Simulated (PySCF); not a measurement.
ZnI, SMILES [Zn+][I], charge +1. Atoms are numbered in the order given.

```xyz
2

Zn     0.0000     0.0000    -1.5361
I      0.0000     0.0000     0.8695
```
Charge +1, spin multiplicity 1.

Geometry: B3LYP-D3(BJ)/def2-TZVP. The spin state was assumed, not searched. The def2 effective core potentials stand for the cores of I; spin–orbit coupling is left out.

Computed with PBE0/def2-TZVPD (PySCF).

Mulliken values depend strongly on the basis, most of all with diffuse functions as here. ESP charges are fitted to the potential on shells at 1.4 to 2.0 van der Waals radii. Atomic charges (e):

| atom | Mulliken | ESP fit |
|---|---|---|
| Zn1 | 0.67 | 0.99 |
| I2 | 0.33 | 0.01 |
